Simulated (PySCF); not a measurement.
Geometry:
| atom | x (Å) | y (Å) | z (Å) |
| --- | --- | --- | --- |
| C1 | 3.358 | -0.811 | -0.393 |
| S2 | 1.635 | -1.229 | -0.707 |
| C3 | 0.860 | 0.201 | -0.060 |
| C4 | 1.361 | 1.425 | 0.367 |
| C5 | 0.213 | 2.146 | 0.751 |
| N6 | -0.892 | 1.438 | 0.580 |
| N7 | -0.489 | 0.264 | 0.093 |
| C8 | -1.440 | -0.762 | -0.210 |
| C9 | -2.768 | -0.387 | -0.787 |
| C10 | -2.673 | -0.885 | 0.626 |
| H11 | 3.530 | -0.631 | 0.677 |
| H12 | 3.946 | -1.680 | -0.715 |
| H13 | 3.666 | 0.067 | -0.980 |
| H14 | 2.398 | 1.747 | 0.389 |
| H15 | 0.154 | 3.159 | 1.148 |
| H16 | -0.948 | -1.672 | -0.561 |
| H17 | -2.940 | 0.684 | -0.919 |
| H18 | -3.196 | -1.034 | -1.557 |
| H19 | -2.783 | -0.140 | 1.418 |
| H20 | -3.032 | -1.889 | 0.865 |

Theory: B97-2/pcSseg-1 with gauge-including orbitals, geometry: PBE0-D3(BJ)/def2-SVP, in PySCF 2.14 (in vacuum, one conformer, non-relativistic Hamiltonian, one averaged value for each set of equivalent atoms).

δ = σ(ref) − σ, references computed at the same level: 13C and 1H vs TMS; CS2 for 33S; 15N vs NH3.

```csv
atoms,nucleus,count,δ (ppm)
H11/H12/H13,1H,3,2.42
C1,13C,1,19.1
C8,13C,1,31.6
C4,13C,1,?
C5,13C,1,138.8
C3,13C,1,139.8
H16,1H,1,3.10
C9/C10,13C,2,?
S2,33S,1,-26
H17/H19,1H,2,?
N6,15N,1,317.5
H15,1H,1,7.25
N7,15N,1,?
H14,1H,1,?
H18/H20,1H,2,0.80
```

Question: Fill in the missing shifts.

Answer: 
- C4: 102.4 ppm, aromatic CH
- C9/C10: 8.7 ppm, three-membered-ring carbon; carbons of three-membered rings are unusually shielded
- H14: 5.70 ppm, hydrogen on an aromatic CH
- H17/H19: 1.40 ppm, hydrogen on a three-membered-ring carbon; cyclopropane-type protons are shielded by the ring
- N7: 226.3 ppm, pyrrole-type ring nitrogen

Shifts are as computed. Against solution values, carbons near 30 ppm lie about +1 ppm off and those near 130 ppm about +2 ppm. Of 1211 compounds with measured shifts, 218 miss one by over three times the rms of a fit or turn the order of signals round; such compounds aren't used in these exercises. Experimental scales use liquid or dissolved standards, which lie at an offset from isolated NH3 (liquid NH3: subtract about 20 ppm). Unscaled 15N shifts of sp2 nitrogen come out 20 to 40 ppm too high even then.
